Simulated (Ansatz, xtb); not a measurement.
# PbS (SMILES [S][Pb]): methods side by side

PbS has 2 atoms, charge 0, and is taken as a singlet. As SMILES, `[S][Pb]`. The bond length is the measured one. The run starts from this shape.

```xyz
2

S     0.0000    0.0000    0.0000
Pb    0.0000    0.0000    2.2869
```

Each level gives the adiabatic ionisation energy (to the doublet cation, no zero-point term) (eV). The values are calculated.

| level | kind | program | value (eV) |
| --- | --- | --- | --- |
| GFN1-xTB | semi-empirical | xtb | 13.26 |
| SVWN5/def2-TZVP (core potential) | LDA | Ansatz | 9.22 |
| PBE-D3(BJ)/def2-TZVP (core potential) | GGA | Ansatz | 8.78 |
| r2SCAN/def2-TZVP (core potential) | meta-GGA | Ansatz | 8.77 |
| B3LYP-D4/def2-TZVP (core potential) | global hybrid | Ansatz | 8.74 |
| wB97X-V/def2-TZVP (core potential) | range-separated hybrid | Ansatz | 8.63 |

Spin-orbit coupling, which can split open shells on such heavy atoms by tenths of an eV, is left out. The values span 8.63 to 13.26 eV. The xTB values lack the empirical shift that such differences need.
